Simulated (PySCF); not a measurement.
**Broadened absorption spectrum of chloromethylfluorosilane**

Chloromethylfluorosilane, CH4ClFSi.
SMILES: `F[SiH2]CCl`

Level of theory: TDDFT B3LYP/def2-SVPD, vertical, gas phase, core orbitals frozen in the response (PySCF). Geometry: PBE0-D3(BJ)/def2-SVP, one conformer, isolated molecule. Torsions of this conformer, `[F:1][SiH2:2][CH2:3][Cl:4]`: F1–Si2–C3–Cl4 180°.

Each state is given a Gaussian of 0.4 eV full width at half maximum, with ε(max) = 2.175×10⁸ f / Δν̃ (Δν̃ the width in cm⁻¹). The width is an assumption, not a result. The curve ends short of the highest state used, and states not computed would add to its high-energy end.

| λ (nm) | ε (L mol⁻¹ cm⁻¹) |
| --- | --- |
| 154.0 | 461 |
| 156.0 | 613 |
| 157.9 | 725 |
| 159.8 | 703 |
| 161.7 | 553 |
| 163.7 | 358 |
| 165.6 | 223 |
| 167.5 | 147 |
| 169.4 | 109 |
| 171.3 | 98 |
| 173.3 | 125 |
| 175.2 | 198 |
| 177.1 | 304 |
| 179.0 | 422 |
| 181.0 | 550 |
| 182.9 | 699 |
| 184.8 | 895 |
| 186.7 | 1118 |
| 188.7 | 1300 |
| 190.6 | 1338 |
| 192.5 | 1215 |
| 194.4 | 970 |
| 196.4 | 668 |
| 198.3 | 415 |
| 200.2 | 230 |
| 202.1 | 115 |
| 204.0 | 52 |
| 206.0 | 20 |
| 207.9 | 7 |
| 209.8 | 3 |

Q: Locate the maxima and give the states behind the curve.

A: 190 nm (6.52 eV), ε about 1300, made up of S1 (96%); 159 nm (7.82 eV), ε about 730, made up of S4 (43%) and S6 (49%) (ε in L mol⁻¹ cm⁻¹; maxima over ε = 5, shares over 10%). The states used: S1 6.51 eV (f 0.019); S2 6.87 eV (f 0.0056); S3 7.39 eV (f 0.0013); S4 7.75 eV (f 0.0051); S5 7.76 eV (f 0.0003); S6 7.85 eV (f 0.0054); S7 8.12 eV (f 0.0028); S8 8.50 eV (f 0.0009); S9 8.58 eV (f 0.047); S10 8.65 eV (f 0.0013).

Q: On this curve, what absorbance would a 10⁻³ mol/L sample give at 193 nm over a 1 cm path?

A: 193 nm is 6.424 eV, where ε is about 1200 L mol⁻¹ cm⁻¹, so A = ε c l ≈ 1.2 (Beer–Lambert, with the gas-phase spectrum and the assumed width).

Q: Does any computed singlet lie in the visible range?

A: No computed singlet lies in the visible range (380 to 750 nm); the lowest, at 190 nm, stands 3.25 eV above its violet end (3.26 eV).

Q: What would ε be at 6.52 eV, the highest of these maxima, with half the width (0.2 eV)?

A: About 2580 L mol⁻¹ cm⁻¹ against 1340, a factor of about 1.9; a lone state at its own centre would give exactly 2.

The vertical ionisation energy (ΔSCF) is 10.87 eV, 2.22 eV above S10.

Time: 32 s. Hardware: Arm Neoverse V1, one thread, no GPU, shared host.
